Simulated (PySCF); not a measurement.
## Radial density of Sb (antimony, neutral)

UHF, [Kr] 4d10 5s1 5p3 6s1, high-spin 6S determinant (an excited configuration). Calculation: PySCF 2.14, in aug-cc-pwCVDZ-PP with ECP28MDF; scalar relativity through the core potential. This is the valence pseudo-density: the core potential removes the inner electrons and smooths the orbitals near the nucleus.

| r (bohr) | 4πr²ρ (e/bohr) | 4πr²(ρα − ρβ) |
| --- | --- | --- |
| 0.00494 | 1.287e-05 | 0.0000 |
| 0.00830 | 3.562e-05 | 0.0000 |
| 0.0140 | 9.477e-05 | 0.0000 |
| 0.0235 | 0.0002270 | 0.0000 |
| 0.0395 | 0.0004327 | 0.0000 |
| 0.0665 | 0.0008184 | 0.0001 |
| 0.112 | 0.005576 | 0.0001 |
| 0.188 | 0.07105 | 0.0002 |
| 0.316 | 1.195 | 0.0157 |
| 0.532 | 13.77 | 0.2663 |
| 0.895 | 22.38 | -0.0382 |
| 1.51 | 5.599 | 1.1976 |
| 2.53 | 1.949 | 1.8233 |
| 4.26 | 0.4633 | 0.4629 |
| 7.16 | 0.1576 | 0.1576 |
| 12.1 | 0.001051 | 0.0011 |

Energies and moments cover only the electrons outside the core potential. The outer electron is Rydberg-like, and this basis confines it to a smaller radius and binds it less than a complete one would.

Question: Where is the radial spin density 4πr²(ρα − ρβ) most negative, and why is it negative at all?

Answer: Around r = 0.895 bohr, down to -0.0382 e/bohr: exchange with the open shell polarises the paired shells in an unrestricted calculation.
